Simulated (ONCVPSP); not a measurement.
# Transferability test, ONCV potential for Ti (Z = 22)

ONCVPSP 4.0.1 input, shortened (lines: element, Z, core and valence counts, functional; n l f; lmax; l rc ep ncon nbas qcut; lloc lpopt rc5 dvloc0; l nproj debl; icmod fcfact rcfact), PBE, scalar-relativistic:

```
  Ti 22.00    3    4        4      upf
    1    0    2.00
    2    0    2.00
    2    1    6.00
    3    0    2.00
    3    1    6.00
    3    2    2.00
    4    0    0.50
    2
    0    1.35    0.00    4    8   11.20
    1    1.75    0.00    4    7    9.20
    2    1.80    0.00    4    8    9.50
    4    3    1.00    1.00
    0    2    1.10
    1    2    1.30
    2    2    1.00
    3    3.25    1.30
```

In the p channel the program set the typed energies aside and used -1.849, 0.250 Ha.

Energies are relative to the spin-unpolarised reference configuration 3s2 3p6 3d2 4s0.5; without spin polarisation the order of configurations can differ from experiment.

```csv
valence configuration,charge,ΔE all-electron (eV),error AE − PS (meV)
3s2 3p6 3d2 4s2,0,-13.313,+1.6
3s2 3p6 3d2 4s0,+2,7.606,-0.3
```

Problem. What are ΔE and the potential's error for 3s2 3p6 3d2 4s1?

Solution. ΔE = -5.966 eV all-electron; the error (AE − PS) is +0.4 meV.

Problem. What are ΔE and the potential's error for 3s2 3p6 3d2 4s1 4p1?

Solution. ΔE = -10.237 eV all-electron; the error (AE − PS) is +1.0 meV.

Levels in the configuration 3s2 3p6 3d2 4s2:

```
level  all-electron (eV)  pseudo (eV)
   3s            -62.634      -62.622
   3p            -38.861      -38.854
   3d             -4.259       -4.251
   4s             -4.467       -4.468
```
